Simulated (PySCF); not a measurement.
**AsF3: adding exact exchange**

Base calculation in PySCF with density fitting and no spin–orbit coupling, PBE/def2-TZVP (no relativity): singlet, C3v, As–F 1.746 Å (×3); F–As–F 96.4° (×3); wavenumbers 238 (×2), 304, 656 (×2), 692 cm⁻¹; dipole moment 2.44 D, gap between the highest occupied and lowest empty levels 6.48 eV, polar-tensor charge of As 1.71 e, atomisation energy (no zero-point energy) 1427 kJ/mol.

Q: What changes on going to PBE0/def2-TZVP (no relativity)?

A: The point group stays the same. Changes: mean bond to As -0.031 Å, smallest bond angle -0.5 degrees, highest wavenumber +53 cm⁻¹, lowest wavenumber +21 cm⁻¹, dipole moment +0.01 D, gap between the highest occupied and lowest empty levels +2.45 eV, polar-tensor charge of As +0.12 e, atomisation energy (no zero-point energy) -104 kJ/mol. The new structure has As–F 1.715 Å (×3); F–As–F 95.9° (×3), with wavenumbers 259 (×2), 334, 705 (×2), 745 cm⁻¹. Exact exchange shortens and stiffens the bonds and opens the gap, the usual pattern.

Each species is the lowest minimum found with this bonding; other isomers or fragments can lie lower.
